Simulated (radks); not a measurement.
The numbers below are computed, except where a source is named.
Orbital eigenvalues (eV) of neutral zinc, [Ar] 3d10 4s2, of relativity; Dirac values are averaged over j with weights 2j + 1. Spin-unpolarised spherical Kohn-Sham, LDA (Slater exchange, Perdew-Wang correlation), point nucleus unless stated (finite: rms radius 3.9283 fm), a radial shooting solver on a logarithmic mesh with Libxc functionals. A level marked "c x" has the speed of light scaled by that factor.

| shell | non-rel. |
|---|---|
| 1s | -9387.1 |
| 2s | -1130.1 |
| 2p | -997.26 |
| 3s | -124.43 |
| 3p | -82.238 |
| 3d | -10.851 |
| 4s | -6.0609 |
| 4p (empty) | -1.2752 |
| 5s (empty) | -0.017532 |

Give the values at the level "Dirac, c x 5".

Answer. 
shell       Dirac, c x 5  change of magnitude (%)
1s               -9391.7                    +0.05
2s               -1131.1                    +0.09
2p               -997.49                    +0.02
3s               -124.60                    +0.13
3p               -82.278                    +0.05
3d               -10.834                    -0.16
4s               -6.0669                    +0.10
4p (empty)       -1.2735                    -0.14
5s (empty)     -0.017431                    -0.58
